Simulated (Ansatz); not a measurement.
Basis-set series for `CC(C)[O][Ge][NH2]`. Charge 0, multiplicity 1. The geometry is a stationary point of PBE0-D4/def2-TZVP. It is one conformer, not always the lowest.

| functional | basis | functions | energy (Eh) | HOMO (eV) | LUMO (eV) |
| --- | --- | --- | --- | --- | --- |
| PBE0-D4 | def2-SVP | 147 | -2325.76750 | -7.11 | -0.85 |
| PBE0-D4 | def2-QZVPP | 644 | -2326.37697 | -7.26 | -1.10 |
| ωB97M-V | def2-SVP | 147 | -2326.07649 | -9.31 | 1.13 |
| ωB97M-V | def2-QZVPP | 644 | -2326.69623 | -9.49 | 0.71 |

Task: Give the rows for def2-TZVPP. (An estimate is asked.)

Result: Computed: 
| functional | basis | functions | energy (Eh) | HOMO (eV) | LUMO (eV) |
| --- | --- | --- | --- | --- | --- |
| PBE0-D4 | def2-TZVPP | 329 | -2326.31729 | -7.21 | -1.00 |
| ωB97M-V | def2-TZVPP | 329 | -2326.63828 | -9.43 | 0.94 |

Positive LUMOs are unbound and depend on the basis. Scalar relativity is left out up to krypton.
